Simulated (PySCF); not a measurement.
C4F6. Atoms are numbered in the order given.

```xyz
10

F     -1.3374     2.1906     0.0000
C     -0.0684     1.8658     0.0000
F      0.7167     2.9165     0.0000
C      0.4024     0.6129     0.0000
F      1.7296     0.4394     0.0000
C     -0.4024    -0.6129     0.0000
F     -1.7296    -0.4394     0.0000
C      0.0684    -1.8658     0.0000
F      1.3374    -2.1906     0.0000
F     -0.7167    -2.9165     0.0000
```
Charge 0, spin multiplicity 1.

Geometry: ωB97X-D3(BJ)/def2-SVP. The geometry has at least one imaginary mode, so it is a saddle point at that level. The values are those of a single conformer.

Computed with B3LYP/pcSseg-1 (PySCF).

GIAO shieldings, no solvent; atoms listed in one row are averaged. δ = σ(ref) − σ: ¹⁹F against CFCl3 (σ = 161.7 ppm); ¹³C against TMS (σ = 181.3 ppm), references at their B3LYP-D3(BJ)/def2-TZVP geometries, non-relativistic.

Computed chemical shifts:
```json
[
 {"nucleus": "¹⁹F", "atoms": "F10, F3", "count": "2", "δ (ppm)": "-105.2"},
 {"nucleus": "¹⁹F", "atoms": "F1, F9", "count": "2", "δ (ppm)": "-122.5"},
 {"nucleus": "¹⁹F", "atoms": "F5, F7", "count": "2", "δ (ppm)": "-220.6"},
 {"nucleus": "¹³C", "atoms": "C2, C8", "count": "2", "δ (ppm)": "166.3"},
 {"nucleus": "¹³C", "atoms": "C4, C6", "count": "2", "δ (ppm)": "132.0"}
]
```
